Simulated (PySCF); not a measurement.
C3H9In. Atoms are numbered in the order given.

```xyz
13

In    -0.0067     0.0034     0.0045
C     -1.4954    -1.5915    -0.2307
H     -1.1513    -2.2942    -1.0079
H     -2.4676    -1.1843    -0.5466
H     -1.6243    -2.1564     0.7048
C     -0.1423     1.8379    -1.1922
H      0.6538     1.8370    -1.9549
H      0.0078     2.7231    -0.5545
H     -1.1137     1.9207    -1.7012
C      1.6611    -0.2582     1.4074
H      2.0650     0.7110     1.7358
H      2.4705    -0.8149     0.9063
H      1.3473    -0.8384     2.2885
```

The structure is a stationary point at B3LYP-D3(BJ)/def2-SVP. The isomer is the one that the SMILES or the coordinates give; other isomers of the formula were not compared. The def2 effective core potentials stand for the cores of In; spin–orbit coupling is left out.

The numbers are results of CAM-B3LYP/def2-TZVP (PySCF), not measurements.

ESP charges are fitted to the potential on shells at 1.4 to 2.0 van der Waals radii. Atomic charges (e):

```csv
atom,Löwdin,ESP fit
In1,0.55,___
C2,-0.55,___
H3,0.12,___
H4,0.12,___
H5,0.12,___
C6,-0.55,___
H7,0.12,___
H8,0.12,___
H9,0.12,___
C10,-0.55,___
H11,0.12,___
H12,0.12,___
H13,0.12,___
```

Question: Some entries are withheld; supply them. (Estimate from the structure and the level; the computed values follow.)

Answer: 
- In1, ESP fit: 1.04
- C2, ESP fit: -0.89
- H3, ESP fit: 0.18
- H4, ESP fit: 0.18
- H5, ESP fit: 0.18
- C6, ESP fit: -0.89
- H7, ESP fit: 0.18
- H8, ESP fit: 0.18
- H9, ESP fit: 0.18
- C10, ESP fit: -0.90
- H11, ESP fit: 0.18
- H12, ESP fit: 0.18
- H13, ESP fit: 0.18
